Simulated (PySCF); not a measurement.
## Electron correlation in W (tungsten, neutral)

[Xe] 4f14 5d3 6s2 7s1, high-spin 5F determinant (an excited configuration). Computed with PySCF 2.14 in aug-cc-pwCVDZ-PP with ECP60MDF, with a scalar-relativistic core potential. Frozen: 5s2 5p6; 6 electrons correlated.

```json
{"level": "CCSD", "correlation energy (mhartree)": "-88.61"}
{"level": "(T)", "correlation energy (mhartree)": "-9.88"}
{"level": "CCSD(T)", "correlation energy (mhartree)": "-98.49"}
```

Diagnostics: T1 = 0.016, D1 = 0.0367, largest double amplitude 0.157.

**Question.** Is a single reference adequate?

**Answer.** Not fully. Spin-orbit coupling, absent here, splits the open shell strongly. The outer electron is Rydberg-like, and this basis confines it to a smaller radius and binds it less than a complete one would. A double-excitation amplitude exceeds 0.15, a sign of near-degeneracy.
